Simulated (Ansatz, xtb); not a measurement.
**A geometry optimisation of FGeHSi2+ with r2SCAN-D4/def2-SVP**

The starting geometry of this gas-phase doublet was built from a drawn formula by distance geometry and a force field; its bonds are those of `[F][GeH][Si]#[Si+]`.

| atom | x (Å) | y (Å) | z (Å) |
| --- | --- | --- | --- |
| F | -2.0479 | 2.9423 | 0.2185 |
| Ge | -0.4120 | 2.6528 | 0.8558 |
| Si | -0.0094 | 0.4044 | 0.9050 |
| Si | 0.4126 | -1.4858 | 0.9033 |
| H | 0.6333 | 3.3756 | -0.0030 |

**Question.** Predict what becomes of its bonds when it is optimised with r2SCAN-D4/def2-SVP.

**Answer.** It rearranges, giving a structure given below by its coordinates. Distances that change by over a tenth: Si3–Si4 (1.94 → 2.23 Å). Contacts that open: F1–Ge2 (1.78 → 3.68 Å). Contacts that close: F1–Si4 (5.11 → 1.59 Å), Ge2–Si4 (4.22 → 2.27 Å).

The energy falls by 3.13 eV over 36 steps:

| step | E − E(last) (eV) |
| --- | --- |
| 1 | 3.133 |
| 5 | 1.816 |
| 9 | 1.574 |
| 13 | 1.469 |
| 17 | 1.379 |
| 20 | 1.016 |
| 24 | 0.776 |
| 28 | 0.593 |
| 32 | 0.253 |
| 36 | 0.000 |

Final geometry (Å):

```xyz
5

F    -2.0675    0.2661   -0.7937
Ge    0.3497    2.4962    0.8678
Si    0.4829    0.4272    1.9083
Si   -0.9421    0.7404    0.2240
H     0.7536    3.9593    0.6732
```

From the same start GFN2-xTB ends elsewhere, differing in F1–Ge2 (1.80 against 3.68 Å here), F1–Si4 (4.27 against 1.59 Å here), Ge2–Si4 (4.62 against 2.27 Å here), Ge2–H5 (3.27 against 1.53 Å here), Si3–H5 (1.51 against 3.75 Å here).

No frequencies were run, so the end isn't proven a minimum. Open shells are spin-unrestricted. Run with Ansatz 0.2.0, 4 min on 2 threads of Intel(R) Xeon(R) Processor @ 2.70GHz, on a shared host.
